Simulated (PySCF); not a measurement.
PySCF input (HF/def2-TZVPD):

```python
from pyscf import gto, scf, dft

mol = gto.M(
    atom='''
    Si   -0.03964607    0.08191686    0.20429605
    C     1.51526067   -0.98676075   -0.14678746
    C    -1.42594753   -0.78945211   -0.79667888
    O    -0.35414280    0.33584947    1.70470583
    O     0.25610944    1.50488618   -0.70218520
    H     1.40940040   -1.98078704    0.29945910
    H     2.39591826   -0.51552559    0.30016025
    H     1.71284377   -1.12271885   -1.21787724
    H    -1.17146834   -0.92922705   -1.85519687
    H    -2.34493202   -0.19748938   -0.74738134
    H    -1.64464328   -1.77590892   -0.37536452
    H     0.44631419    1.30621262   -1.62331103
    ''',
    basis='def2-tzvpd',
    charge=-1,
    spin=0,
    verbose=4,
)

mf = scf.RHF(mol).density_fit(auxbasis='def2-universal-jkfit')
mf.conv_tol = 1e-9
mf.max_cycle = 100
mf.max_memory = 1500
mf.kernel()
if not mf.converged:
    mf = mf.newton()
    mf.kernel(mf.make_rdm1())
mf.analyze()
```

End of the output:

```
Extra cycle  E= -518.699044858331  delta_E= -8.34e-11  |g|= 5.67e-06  |ddm|= 2.95e-05
converged SCF energy = -518.699044858331
**** SCF Summaries ****
Total Energy =                        -518.699044858330581
Nuclear Repulsion Energy =             243.559185402439368
One-electron Energy =                -1210.819000011484150
Two-electron Energy =                  448.560769750714201
Two-electron Coulomb Energy =          498.657667660138657
DFT Exchange-Correlation Energy =      -50.096897909424456
HOMO-LUMO gap [eV] =                     9.795142167384222
**** MO energy ****
MO #1   energy= -68.5633333492329  occ= 2
MO #2   energy= -20.3636932282543  occ= 2
MO #3   energy= -20.2409594339742  occ= 2
MO #4   energy= -11.0305286750404  occ= 2
MO #5   energy= -11.0305194083443  occ= 2
MO #6   energy= -5.90589554612903  occ= 2
MO #7   energy= -4.0142231312738   occ= 2
MO #8   energy= -4.01357172622052  occ= 2
MO #9   energy= -4.01272882763601  occ= 2
MO #10  energy= -1.13963442612079  occ= 2
MO #11  energy= -0.980202583071431 occ= 2
MO #12  energy= -0.775998288468091 occ= 2
MO #13  energy= -0.754199050036696 occ= 2
MO #14  energy= -0.51097782427243  occ= 2
MO #15  energy= -0.424088437773868 occ= 2
MO #16  energy= -0.395341090372211 occ= 2
MO #17  energy= -0.38961344459523  occ= 2
MO #18  energy= -0.384735276130149 occ= 2
MO #19  energy= -0.37747834873159  occ= 2
MO #20  energy= -0.333153286813384 occ= 2
MO #21  energy= -0.319580716333872 occ= 2
MO #22  energy= -0.259622652902881 occ= 2
MO #23  energy= -0.251843524271649 occ= 2
MO #24  energy= -0.196516959181811 occ= 2
MO #25  energy= -0.18028816046887  occ= 2
MO #26  energy= 0.17967667778615   occ= 0
MO #27  energy= 0.208300206610057  occ= 0
MO #28  energy= 0.209536416133865  occ= 0
MO #29  energy= 0.224537013931792  occ= 0
MO #30  energy= 0.242091430453327  occ= 0
MO #31  energy= 0.255991709770557  occ= 0
MO #32  energy= 0.258750070690554  occ= 0
MO #33  energy= 0.277592642452028  occ= 0
MO #34  energy= 0.281906934049211  occ= 0
MO #35  energy= 0.288626322880329  occ= 0
MO #36  energy= 0.302495459648076  occ= 0
MO #37  energy= 0.31193722353493   occ= 0
MO #38  energy= 0.313146729732484  occ= 0
MO #39  energy= 0.323478795063968  occ= 0
MO #40  energy= 0.343605623670734  occ= 0
MO #41  energy= 0.345957465504694  occ= 0
MO #42  energy= 0.374960119607844  occ= 0
MO #43  energy= 0.377554800944902  occ= 0
MO #44  energy= 0.380933692225527  occ= 0
MO #45  energy= 0.383214089572129  occ= 0
MO #46  energy= 0.397593351037853  occ= 0
MO #47  energy= 0.416603580878827  occ= 0
MO #48  energy= 0.433103224531151  occ= 0
MO #49  energy= 0.451382517498053  occ= 0
MO #50  energy= 0.458621084493215  occ= 0
MO #51  energy= 0.459424282542359  occ= 0
MO #52  energy= 0.472811363954248  occ= 0
MO #53  energy= 0.476110690867676  occ= 0
MO #54  energy= 0.48812967141714   occ= 0
MO #55  energy= 0.491841249675056  occ= 0
MO #56  energy= 0.504484667717842  occ= 0
MO #57  energy= 0.508596852146481  occ= 0
MO #58  energy= 0.519055448625099  occ= 0
MO #59  energy= 0.528621481685546  occ= 0
MO #60  energy= 0.533508978953566  occ= 0
MO #61  energy= 0.537659619403883  occ= 0
MO #62  energy= 0.540097252695286  occ= 0
MO #63  energy= 0.554359757432392  occ= 0
MO #64  energy= 0.557148907345919  occ= 0
MO #65  energy= 0.559201312983016  occ= 0
MO #66  energy= 0.560207664514508  occ= 0
MO #67  energy= 0.572476616500086  occ= 0
MO #68  energy= 0.575846511196155  occ= 0
MO #69  energy= 0.584249359620067  occ= 0
MO #70  energy= 0.594662509761661  occ= 0
MO #71  energy= 0.594902415379484  occ= 0
MO #72  energy= 0.613738087761319  occ= 0
MO #73  energy= 0.623066127565433  occ= 0
MO #74  energy= 0.645747556668997  occ= 0
MO #75  energy= 0.646332458008424  occ= 0
MO #76  energy= 0.652484238406865  occ= 0
MO #77  energy= 0.653245660515223  occ= 0
MO #78  energy= 0.667023144297759  occ= 0
MO #79  energy= 0.679994183946485  occ= 0
MO #80  energy= 0.6959087605496    occ= 0
MO #81  energy= 0.699756063623781  occ= 0
MO #82  energy= 0.721623745266595  occ= 0
MO #83  energy= 0.735224864557177  occ= 0
MO #84  energy= 0.743682130141808  occ= 0
MO #85  energy= 0.749801135067261  occ= 0
MO #86  energy= 0.754384523979947  occ= 0
MO #87  energy= 0.774109864551361  occ= 0
MO #88  energy= 0.800300570535973  occ= 0
MO #89  energy= 0.800597128124437  occ= 0
MO #90  energy= 0.826432534694609  occ= 0
MO #91  energy= 0.832361612660066  occ= 0
MO #92  energy= 0.843262013170522  occ= 0
MO #93  energy= 0.849200877327578  occ= 0
MO #94  energy= 0.900717753760528  occ= 0
MO #95  energy= 0.911787446488186  occ= 0
MO #96  energy= 0.916982189561573  occ= 0
MO #97  energy= 0.925244508940332  occ= 0
MO #98  energy= 0.928568001966343  occ= 0
MO #99  energy= 0.951197657221039  occ= 0
MO #100 energy= 0.95493852585401   occ= 0
MO #101 energy= 0.976511820115757  occ= 0
MO #102 energy= 0.990379345328584  occ= 0
MO #103 energy= 0.996016051170249  occ= 0
MO #104 energy= 1.00531410284041   occ= 0
MO #105 energy= 1.00959341530852   occ= 0
MO #106 energy= 1.01445838412608   occ= 0
MO #107 energy= 1.04189741481459   occ= 0
[...]
```

It need not be the lowest isomer of its formula. Whether it binds its extra electron was not tested at this geometry.
